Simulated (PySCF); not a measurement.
# Interval between two levels of Ir⁺ by level of theory

Ir⁺ [Xe] 4f14 5d7 6s1 [5F5, M_J = 5] → Ir⁺ [Xe] 4f14 5d6 6s1 6p1 [7F6, M_J = 6], as a difference of total energies. All numbers are calculated (PySCF 2.14, the two-component X2C-1e Hamiltonian, in x2c-SVPall-2c with one added diffuse shell each of s, d type (8s9p10d2f, 99 functions)). Correlated levels: [Kr] 4d10 4f14 frozen; the 22 highest virtual spinors dropped. "Screened" scales the spin-orbit matrix elements by Boettger's factors to mimic the two-electron term; Breit and QED terms are absent.

| method | interval between two levels (cm⁻¹) |
| --- | --- |
| GHF (spin-free) | 52371 |
| GMP2 (spin-free) | 58841 |
| GHF (screened spin-orbit) | 52242 |
| GMP2 (screened spin-orbit) | 54155 |

The labels give the starting determinants; with spin-orbit coupling the two ends relaxed to ⟨J²⟩ = 30.01, ⟨L²⟩ = 12.84, ⟨S²⟩ = 5.77 and ⟨J²⟩ = 42.03, ⟨L²⟩ = 20.79, ⟨S²⟩ = 6.15.
